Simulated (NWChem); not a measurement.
# AlH₂Br; SMILES [AlH2][Br]

```xyz
4

Al     0.0000     0.0000    -1.5683
H      0.0000     1.3999    -2.3003
H      0.0000    -1.3999    -2.3003
Br     0.0000     0.0000     0.6907
```
Atoms are numbered in this order, from 1.

Computed with NWChem. Geometry: optimised at PBE0/def2-SVP. GIAO values for the isolated, static molecule; σ is the absolute isotropic shielding, δ = σ(reference) − σ with the isolated reference molecule computed at the same levels (1H: tetramethylsilane). Spin-orbit effects, on the heavy nuclei and on their neighbours, are missing.

Task: What does the run give for LDA (Slater exchange, VWN5)/pcSseg-1? Quantities: σ Al1 (ppm); δ H2 (ppm); σ Br4 (ppm).

Result: 
```
Property     Result
-----------  ------
σ Al1 (ppm)   257.9
δ H2 (ppm)     5.81
σ Br4 (ppm)  2312.2
```
